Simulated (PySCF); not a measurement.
Molecule: `InChI=1S/FH8N3Si3/c1-7-3-5-2-6-4-7/h2-4,7H,5-6H2`.

Bonds (- single, = double, # triple, : aromatic): F1-Si2, Si2-N3, N3-Si4, Si4-N5, N5-Si6, Si6-N7, N7-Si2. Si2 carries H8; N3 carries H9; Si4 carries H10, H11; N5 carries H12; Si6 carries H13, H14; N7 carries H15. H11, H13 are cis to F1 on the ring; H10, H14 are trans to F1 on the ring.

Frames of a GFN2-xTB Langevin trajectory at 600 K; GIAO PBE0/pcSseg-1 shieldings in PySCF 2.14, gas phase, non-relativistic; equivalent atoms averaged within each frame.

Scale: 19F (170.95 ppm) against CFCl3; TMS for 29Si (349.16 ppm), 1H (31.72 ppm); NH3 for 15N (267.73 ppm) (reference shieldings calculated alike). The references are static minima.

Question: How do the shifts (ppm) fluctuate along the trajectory?

Answer: 
```csv
time (fs),F1,Si4/Si6,Si2,N3/N7,N5,H11/H13,H10/H14,H8,H9/H15,H12
optimised geometry,-149.7,-34.0,-33.3,35.5,14.3,5.62,5.49,5.35,0.29,-0.51
250,-133.8,-30.8,-32.9,35.8,16.4,6.48,5.46,5.08,-0.74,-0.91
425,-114.8,-33.3,-37.6,43.6,19.2,5.86,4.71,5.00,-0.46,0.77
625,-119.7,-36.1,-33.7,33.7,9.3,5.81,6.33,5.71,0.01,-0.90
800,-140.5,-34.1,-40.0,45.9,14.9,5.55,5.71,6.72,1.02,-1.02
1000,-133.4,-26.3,-34.5,55.7,42.3,6.71,6.69,5.69,2.11,-0.76
mean of frames,-128.5,-32.1,-35.7,42.9,20.4,6.08,5.78,5.64,0.39,-0.57
standard deviation,10.7,3.7,3.0,8.8,12.8,0.49,0.77,0.69,1.17,0.75
```

5 frames give an uncertainty of the mean of about the standard deviation over 2.2 at best, since frames this close in time may not be independent; classical motion lacks zero-point vibration, and the reference would need the same averaging.
